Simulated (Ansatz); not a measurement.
Input file for Ansatz (a program for electronic structure): U-CCSD(T)/def2-TZVPP on BAs, 2S+1 = 3, a spin state set in the input, which need not be the lowest, a point of a bond scan (R = 1.852 Å).

Ansatz 0.2 input:
```yaml
crystal:
  periodic: [false, false, false]
  atoms:
    - {symbol: B, position_ang: [0.00000000, 0.00000000, 0.00000000]}
    - {symbol: As, position_ang: [0.00000000, 0.00000000, 1.85233100]}
basis:
  gaussian:
    orbitals: def2-TZVPP
    pivot_positions_ang: [[0.00000000, 0.00000000, 0.00000000], [0.00000000, 0.00000000, 1.85233100]]
magnetization: {spin_polarized: true, initial_magnetization: 2}
correlation: {method: ccsd_t, electrons: valence}
output: {orbitals: {seedname: ./end}}
```

**Question.** What total energy does the run end on?

**Answer.** -2259.0990 hartree (reference determinant -2258.7746, T1 diagnostic 0.046). Its determinant has ⟨S²⟩ = 2.26, a mixture of spin states.

**Question.** How many basis functions does it have, and what does it roughly cost on one machine?

**Answer.** 79 functions; very roughly 14 core-seconds.
